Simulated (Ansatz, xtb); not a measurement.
**C5H9BO: which of two isomers lies lower**

We compare a, `C=COBC1CC1`, a singlet, with b, `CC1=CBCCO1`, a singlet. Both are isolated molecules in the gas phase, relaxed with PBE0-D3(BJ)/def2-SVP; the shapes shown needn't be the lowest conformers.

a (Å):

```tsv
atom	x (Å)	y (Å)	z (Å)
C	1.0908	1.3586	-1.0991
C	-0.1812	1.3632	-0.7058
C	-0.9037	-1.1107	2.0671
C	-1.5768	-2.2056	1.2481
C	-2.4169	-1.2151	1.9566
B	-0.1737	0.0240	1.3147
O	-0.7436	0.4857	0.1627
H	1.4339	2.1050	-1.8166
H	1.8093	0.6244	-0.7276
H	-0.9112	2.0793	-1.0974
H	0.8611	0.5280	1.6957
H	-0.4783	-1.4375	3.0204
H	-1.5213	-3.2240	1.6416
H	-1.5006	-2.1321	0.1597
H	-2.9242	-0.4512	1.3613
H	-2.9585	-1.5332	2.8514
```

b (Å):

```xyz
16

C    -0.5631    2.2443   -1.2131
C    -0.1627    1.2753   -0.1520
C     0.6770    1.5501    0.8940
C     0.6776   -1.0350    1.3178
C    -0.6854   -0.8806    0.6818
B     1.2714    0.3872    1.6625
O    -0.7108    0.0816   -0.3732
H    -0.2813    1.8472   -2.2008
H    -0.0876    3.2206   -1.0648
H    -1.6580    2.3631   -1.2192
H     1.0260    2.5828    0.9707
H     2.2109    0.5143    2.4179
H     1.3881   -1.5429    0.6354
H     0.6023   -1.6886    2.2021
H    -1.4139   -0.5452    1.4445
H    -1.0723   -1.8021    0.2241
```

Energies in hartree; the thermal terms are from GFN2-xTB frequencies at re-optimised GFN2-xTB minima (ideal gas, soft modes damped towards free rotors, one conformer each, 298.15 K, 1 atm) and include the zero-point energy:

```
                              a           b
E, CCSD(T)/def2-SVP  −294.941960  −294.941974
    E, MP2/def2-SVP  −294.841626  −294.841392
  E, MP2/def2-TZVPP  −295.384177  −295.385249
  zero-point energy     0.129357     0.130476
       H(298 K) − E     0.138278     0.138800
       G(298 K) − E     0.096868     0.099200
```

Question: Correct the CCSD(T) difference for the basis set by the MP2 change, then work out ΔE, ΔE₀, ΔH and ΔG for a → b in kcal/mol (1 Eh = 627.51 kcal/mol) and the equilibrium ratio [b]/[a].

Answer: 1. Differences b − a: CCSD(T) −0.000014, MP2 in the small set +0.000234, MP2 in the large set −0.001072 Eh.
2. ΔE = −0.000014 + (−0.001072 − (+0.000234)) = −0.001320 Eh = −0.83 kcal/mol.
3. ΔE₀ = ΔE + ΔZPE = −0.001320 + (+0.001119) Eh = −0.13 kcal/mol.
4. ΔH = ΔE + (+0.000522) Eh = −0.50 kcal/mol.
5. ΔG = ΔE + (+0.002332) Eh = +0.64 kcal/mol, so ΔS = (ΔH − ΔG)/T = −15.9 J/(mol K).
6. kT = 0.9442 mEh, so K = [b]/[a] = exp(−ΔG/kT) = exp(−1.07) ≈ 0.34.

The two are too close for this level to say which is favoured. An error of 1 kcal/mol in ΔG would change K by a factor of 5.4. Mirror images and further conformers aren't counted.

As drawn, b has 1 C–B, 1 C–O in place of 1 B–O, 1 C–C. Structure a has a 3-membered ring, b a 6-membered ring.

Other levels gave ΔE = −0.1 (GFN2-xTB); −17.2 (HF/STO-3G, GFN2-xTB geometries); −3.9 (r2SCAN-D4/def2-SVP, GFN2-xTB geometries); −4.4 (PBE0-D3(BJ)/def2-SVP); −0.9 (HF/def2-SVP); +0.1 (MP2/def2-SVP); 0.0 (CCSD(T)/def2-SVP) kcal/mol. The correlated steps freeze 7 core orbitals. Programs: Ansatz 0.2.0, xtb 6.7.1.
